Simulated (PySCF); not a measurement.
## Polarisability and C₆ of Sn⁻ (tin, charge -1)

[Kr] 4d10 5s2 5p3, high-spin 4S determinant. Calculation: PySCF 2.14, in aug-cc-pVQZ-PP with ECP28MDF (7s7p5d3f2g, 92 functions); scalar relativity through the core potential. Coupled (time-dependent) response in atomic units; α is the mean over directions.

```csv
method,mean α (bohr³),C₆ (like pair),S(−4)
UHF,171.8,2974,13980
```

S(−4) is the Cauchy moment in α(ω) = α(0) + S(−4) ω² + …

α(iu) at UHF:

```csv
u (hartree),α(iu) (bohr³)
0,171.8
0.0500,144.7
0.100,104.6
0.200,56.90
0.300,35.13
0.500,17.34
0.750,9.499
1.00,6.182
1.50,3.403
2.00,2.229
3.00,1.200
5.00,0.5124
```

A single London oscillator, α(iu) = α/(1 + u²/ω²), gives C₆ = (3/4) ω α². Matching the computed C₆ needs ω = 4 × 2974 / (3 × 171.8²) = 0.134 hartree.

For an ion, C₆ is the dispersion term alone; charge-induced terms of lower order in 1/R come first.

Energies and moments cover only the electrons outside the core potential.
